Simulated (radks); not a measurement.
Problem. The table gives one normalised radial function P(r) = r R(r) (large component) of Hf11+ in [Kr] 4d10 4f12 5s2 5p1 (r in bohr). Calculated with a radial shooting solver on a logarithmic mesh with Libxc functionals: Dirac Kohn-Sham, PBE, spin-unpolarised, spherical densities, finite nucleus; open shells fill j = l - 1/2 first; Fermi nuclear charge, rms radius 5.347 fm.

r,P
0.002064,0.0144
0.002709,0.0199
0.003528,0.0277
0.00463,0.0391
0.006078,0.0555
0.007978,0.0787
0.01047,0.1104
0.01374,0.1518
0.01804,0.2019
0.02368,0.2546
0.03108,0.2952
0.0408,0.2982
0.05312,0.2336
0.06973,0.0738
0.09153,-0.1623
0.1201,-0.3789
0.1577,-0.4130
0.207,-0.1449
0.2717,0.3248
0.3566,0.6325
0.4681,0.4225
0.6144,-0.2590
0.8064,-0.9404
1.05,-1.1497
1.378,-0.8414
1.809,-0.3739
2.375,-0.0921
3.117,-0.0108

Which n and l does it have? It may be an empty orbital.

Solution. n = 5, l = 1: the number of nodes gives n - l - 1 = 3, the rise at small r points to l (for j = l - 1/2 the large component starts outside the nucleus as r^gamma with gamma = sqrt(l^2 - (Z/c)^2) = 0.85 and the r^(l+1) term takes over further out; the orbital of l - 1 with the same j starts with the same power, but with a larger coefficient, and does not steepen), and the extent must fit the shell. The curve is that of 5p1/2; the two j differ most near the nucleus, where j = l - 1/2 has the larger amplitude, and in heavy atoms j = l - 1/2 is also the more compact. 5p1/2: eigenvalue -214.77 eV, 3 radial nodes at r = 0.0764, 0.226, 0.560 bohr, <r> = 1.08 bohr, 90 % of the charge inside 1.54 bohr.
